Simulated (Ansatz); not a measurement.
Coupled-cluster diagnostics for Be₇ (the lowest singlet isomer of a short search), Ansatz.

Geometry of the singlet (r2SCAN/def2-TZVP):

```xyz
7

Be   -0.8056   -0.6354    1.4760
Be    0.7252    0.5749    0.5713
Be   -1.6556    0.8991    0.1906
Be    1.4962   -0.1379   -1.0681
Be   -0.7105   -0.5748   -0.5696
Be   -0.1324    1.1856   -1.3575
Be    1.0826   -1.3115    0.7573
```

Correlated methods freeze no core orbitals. In CCSD on the charge 1 doublet the largest single amplitude is 0.34, so its Hartree–Fock determinant may place the open shell otherwise than the density functionals do. The structure comes from a short search, and lower isomers may exist.

Estimate the CCSD(T) correlation energy, the shares of MP2 and (T), T1 and the reference's ⟨S²⟩ for: charge 0, singlet, own geometry in def2-TZVPP; charge 0, singlet, own geometry in def2-TZVPD; charge 1, doublet, vertical in def2-TZVPP; charge -1, doublet, vertical in def2-TZVPD; and the rough time on 4 threads of Arm Neoverse V1 on a shared host.


| state | basis | correlation (eV) | MP2 share (%) | (T) share (%) | T1 | ⟨S²⟩ (pure) | wall time | remarks |
| --- | --- | --- | --- | --- | --- | --- | --- | --- |
| charge 0, singlet, own geometry | def2-TZVPP | -16.860 | 87.2 | 6.7 | 0.039 | 0.00 (0.00) | 19 s | large T1 (0.039), restricted SCF unstable |
| charge 0, singlet, own geometry | def2-TZVPD | -16.897 | 87.3 | 6.8 | 0.039 | 0.00 (0.00) | 33 s | large T1 (0.039), restricted SCF unstable |
| charge 1, doublet, vertical | def2-TZVPP | -15.066 | 83.3 | 5.9 | 0.079 | 2.33 (0.75) | 82 s | large T1 (0.079), spin-contaminated (⟨S²⟩ 2.33) |
| charge -1, doublet, vertical | def2-TZVPD | -17.121 | 83.2 | 7.1 | 0.088 | 2.37 (0.75) | 3.2 min | large T1 (0.088), spin-contaminated (⟨S²⟩ 2.37) |
Customary marks for T1 are 0.02 (closed shells), 0.045 (open shells) and about 0.05 (3d metals). T1 exceeds 0.02 in 4 of 4 rows and 0.045 in 2; the higher it lies, the less the single-reference result can be trusted.
